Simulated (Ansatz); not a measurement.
Consider the formal exchange of groups at a Te–Si bond: `[SiH3][TeH]` + `[CH3][AlH][CH3]` → `[CH3][Al]([CH3])[TeH]` + SiH₄.

Program: Ansatz. Geometries: PBE0-D4/def2-TZVP. ΔE: electronic, gas phase. CBS: MP2 limit from def2 TZ/QZ plus the TZ coupled-cluster correction, frozen cores. This one scheme is used for every species. Elements past krypton have def2 core potentials. For Te outer-core shells are correlated without core-valence functions, which leaves a few kJ/mol of doubt a bond.

```tsv
species	CCSD/def2-SVP energy (Eh)
`[SiH3][TeH]`	-558.43358
`[CH3][AlH][CH3]`	-322.00354
`[CH3][Al]([CH3])[TeH]`	-589.16879
SiH₄	-291.29946
```

(1) Work out ΔE.

Largest T1 diagnostic among the species: 0.011.

Results:

(1) ΔE = (-589.16879) + (-291.29946) − (-558.43358) − (-322.00354) = -0.03113 Eh = -81.7 kJ/mol. CCSD(T)/CBS gives -78.3 kJ/mol.

At CCSD(T), def2-SVP lies −4.4 kJ/mol from the extrapolated value and def2-TZVPP −1.6 kJ/mol. Leaving LDA and LC-ωPBE aside and taking each functional with its dispersion term where it has one, the values, not all of them listed here, spread over 14.7 kJ/mol, from PBE-QIDH to B97M-V. In def2-TZVPP, CCSD(T) changes the Hartree–Fock value by −3.4 kJ/mol (the triples alone add −1.2 kJ/mol) and MP2 by −5.2 kJ/mol.
